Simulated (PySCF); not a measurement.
C₅H₉NS.
SMILES with atom numbers: `[SH:1][C@@H:2]1[CH:3]=[N:4][CH2:5][CH2:6][CH2:7]1` (hydrogens: H8 on S1; H9 on C2; H10 on C3; H11, H12 on C5; H13, H14 on C6; H15, H16 on C7)

The geometry is computed with GFN2-xTB (gas phase).

(1) List the bond lengths, angles and torsions at this level.

Answers

(1) 
```
  bond  length (bohr)
 S1–C2          3.469
 C2–C3          2.840
 C3=N4          2.368
 N4–C5          2.714
 C5–C6          2.891
 C6–C7          2.885
 C2–C7          2.880
 S1–H8          2.518
 C2–H9          2.070
C3–H10          2.049
C5–H11          2.067
C5–H12          2.072
C6–H13          2.061
C6–H14          2.065
C7–H15          2.062
C7–H16          2.067
```

A selection of angles:
```
     angle  degrees
  C2–S1–H8     95.9
  S1–C2–C3    109.9
  S1–C2–C7    112.2
  S1–C2–H9    103.4
  C3–C2–C7    110.9
  C3–C2–H9    109.2
  C7–C2–H9    111.0
  C2–C3–N4    126.7
 C2–C3–H10    116.1
 N4–C3–H10    117.2
  C3–N4–C5    121.3
  N4–C5–C6    114.7
 N4–C5–H11    106.6
 N4–C5–H12    106.5
 C6–C5–H11    111.0
 C6–C5–H12    110.6
H11–C5–H12    107.0
  C5–C6–C7    109.0
 C5–C6–H13    110.1
 C5–C6–H14    109.3
 C7–C6–H13    110.7
 C7–C6–H14    109.4
H13–C6–H14    108.3
 C6–C7–H15    111.3
 C6–C7–H16    109.4
  C2–C7–C6    108.1
 C2–C7–H15    110.6
 C2–C7–H16    109.4
H15–C7–H16    108.0
```

Torsions: S1–C2–C3–N4 -140° (anticlinal); C2–C3–N4–C5 -1° (synperiplanar); C3–N4–C5–C6 -15° (synperiplanar); N4–C5–C6–C7 46° (synclinal); C5–C6–C7–C2 -61° (synclinal); S1–C2–C7–C6 169° (antiperiplanar); H8–S1–C2–C3 56° (synclinal).

The 2 C–N bonds span 1.253 Å (C3=N4, drawn double) to 1.436 Å (N4–C5, drawn single), a spread of 0.183 Å. The 6-membered ring C2–C3–N4–C5–C6–C7 has internal angles of 108.1° to 126.7°; it is puckered, 0.21 Å rms from its mean plane, widest ring torsion 61°. Of the pairs four or more bonds apart, C3···H14 is among the closest relative to their van der Waals radii: 3.01 Å, 104 % of the sum of Bondi's values. The 4 C–C bonds span 1.503 Å (C2–C3, drawn single) to 1.530 Å (C5–C6, drawn single), a spread of 0.027 Å.

Point group: C1 (no symmetry element, even within 0.4 Å). No GFN2-xTB frequencies stand behind this structure, so it isn't proved a minimum. The numbers are those of one conformer (H–S1–C2–C3 56°, S1–C2–C3–N4 -140°, C3–N4–C5–C6 -15°, N4–C5–C6–C7 46°, C5–C6–C7–C2 -61°).
